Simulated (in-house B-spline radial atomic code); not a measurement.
BHandHLYP excitations of the carbon ion C²⁺

Method: BHandHLYP. Computed with a B-spline radial code for spherical atoms: linear response of the closed shell [He] 2s2 with the functional's adiabatic kernel; scalar-relativistic (spin-free one-electron X2C), finite nucleus, no spin-orbit coupling, no double excitations, S, P, D and F terms only.

Command:
```bash
python run_td.py task.json out
```
Settings (radii: box in bohr, nucleus in fm):
```
Z                        6
electrons                4
configuration            [He] 2s2
hamiltonian              x2c
method                   bhandhlyp
box_radius               29.48
rms_radius               2.4702
intervals                75
```

Cost of the run: 0.4 s on 1 thread of Arm Neoverse N1 (shared host).

The lowest states, in the order of their Tamm-Dancoff energies; the method's threshold (minus the highest occupied level) is 43.63 eV. Labels give the largest channel, * marks a mixed state, and oscillator strengths are full-response dipole values. Semilocal kernels can invert the small singlet-triplet splittings of Rydberg terms. Energies in eV:

```json
{"state": "2s → 2p 3P", "full response": "4.261", "Tamm-Dancoff": "5.321", "oscillator strength": "-"}
{"state": "2s → 2p 1P", "full response": "11.633", "Tamm-Dancoff": "12.275", "oscillator strength": "0.733"}
{"state": "2s → 3s 3S", "full response": "28.068", "Tamm-Dancoff": "28.081", "oscillator strength": "-"}
{"state": "2s → 3s 1S", "full response": "?", "Tamm-Dancoff": "?", "oscillator strength": "-"}
{"state": "2s → 3p 3P", "full response": "30.42", "Tamm-Dancoff": "30.43", "oscillator strength": "-"}
{"state": "2s → 3p 1P", "full response": "?", "Tamm-Dancoff": "?", "oscillator strength": "?"}
{"state": "2s → 3d 3D", "full response": "31.71", "Tamm-Dancoff": "31.72", "oscillator strength": "-"}
{"state": "2s → 3d 1D", "full response": "32.31", "Tamm-Dancoff": "32.31", "oscillator strength": "-"}
{"state": "2s → 4s 3S", "full response": "36.16", "Tamm-Dancoff": "36.16", "oscillator strength": "-"}
{"state": "2s → 4s 1S", "full response": "36.51", "Tamm-Dancoff": "36.52", "oscillator strength": "-"}
```

**Question.** Where does 2s → 3p 1P lie?

**Answer.** At 30.79 eV in full response, 30.80 eV in Tamm-Dancoff, oscillator strength 0.222.

**Question.** Where does 2s → 3s 1S lie?

**Answer.** At 29.292 eV in full response, 29.320 eV in Tamm-Dancoff.

**Question.** How large is the singlet-triplet splitting of 2s → 2p (P terms) in Tamm-Dancoff?

**Answer.** 6.95 eV, from the unrounded values.

**Question.** What polarisabilities and dispersion coefficient does the method give?

**Answer.** Dipole 4.378 bohr³, quadrupole 5.281 bohr⁵, C6 6.78 hartree·bohr⁶ for two such species.
